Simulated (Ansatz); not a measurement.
Consider the formal exchange of groups at a C–C bond: `C[CH2][AlH][Br]` + `[SiH2]1[SiH2][Se]1` → `C[SiH]1[SiH2][Se]1` + `[CH3][AlH][Br]`.

Isolated molecules relaxed with PBE0-D4/def2-TZVP in Ansatz; ΔE leaves out vibrations. CBS: MP2 limit from def2 TZ/QZ plus the TZ coupled-cluster correction, frozen cores. Functionals use def2-TZVPP. For Br, Se outer-core shells are correlated without core-valence functions, which leaves a few kJ/mol of doubt a bond. Scalar relativity is left out up to krypton. Each species was taken in one conformer, which may not be the lowest.

`C[CH2][AlH][Br]`:

```xyz
10

C    -1.288    0.178   -0.253
C     0.167    0.038   -0.693
Al    1.498   -0.246    0.702
Br    0.824   -0.316    2.866
H    -1.422    1.017    0.433
H    -1.955    0.338   -1.104
H    -1.636   -0.714    0.273
H     0.279   -0.788   -1.408
H     0.488    0.926   -1.255
H     3.045   -0.434    0.440
```

`[SiH2]1[SiH2][Se]1`:

Cartesian coordinates in Å:
```
Si 0.875 0.678 0.247
Si -0.783 -0.672 -0.472
Se -0.712 -0.048 1.734
H 2.246 0.169 0.486
H 0.867 2.135 -0.026
H -1.936 -0.148 -1.240
H -0.556 -2.114 -0.728
```

`C[SiH]1[SiH2][Se]1`:

Z-matrix (Å, degrees):
```
C
Si 1 1.864
H 1 1.091 2 110.4
H 1 1.093 2 110.3 3 -120.4
H 1 1.093 2 110.3 3 120.0
Si 2 2.257 1 123.5 3 24.1
Se 2 2.297 1 116.6 3 -46.8
H 2 1.484 1 112.4 3 179.5
H 6 1.483 2 121.6 1 -1.7
H 6 1.483 2 122.9 1 153.6
```

`[CH3][AlH][Br]`:

Cartesian coordinates in Å:
```
C 0.840 0.324 -0.312
Al -0.940 -0.274 0.169
Br -1.265 -1.314 2.155
H 1.160 -0.146 -1.248
H 1.581 0.097 0.456
H 0.847 1.405 -0.487
H -2.222 -0.092 -0.734
```

```
             level  ΔE (kcal/mol)  difference from CCSD(T)/CBS
            PBE-D4          -15.2                         -0.1
               PBE          -15.1                          0.0
              PBE0          -15.1                          0.0
    MP2/def2-TZVPP          -15.7                         -0.6
CCSD(T)/def2-TZVPP          -14.8                          0.3
    MP2/def2-QZVPP          -15.9                         -0.8
SCS-MP2/def2-QZVPP          -15.0                          0.1
      HF/CBS(def2)          -14.1                          1.0
     MP2/CBS(def2)          -16.0                         -0.9
    CCSD/CBS(def2)          -14.9                          0.2
       CCSD(T)/CBS          -15.1                            0
```

Largest T1 diagnostic among the species: 0.012.

In def2-TZVPP, CCSD(T) changes the Hartree–Fock value by −0.7 kcal/mol (the triples alone add −0.2 kcal/mol) and MP2 by −1.7 kcal/mol.
